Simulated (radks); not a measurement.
The numbers below are computed, except where a source is named.
Question: Spherical quantum dot in the effective-mass picture: electrons in a parabolic well V = omega^2 r^2 / 2 with omega = 0.147, all in effective atomic units (hartree* = m*/eps^2 hartree, bohr* = eps/m* bohr), one dielectric constant everywhere. Level of theory: non-relativistic Kohn-Sham, LDA (Slater exchange, Perdew-Wang correlation), spin-polarised, spherical densities (a radial shooting solver with Libxc functionals). Levels are named by radial order and angular momentum (1s, 1p, 1d, 2s, ...), and open shells are averaged over m. At N = 13 the configuration is 1s2 1p6 1d(up 5, down 0). Does electron 14 go into 2s down or 2s up or 1d down?

Answer: Into 1d down. The total energies of the other choices lie higher by 0.0107 hartree* (2s up), 0.0217 hartree* (2s down).
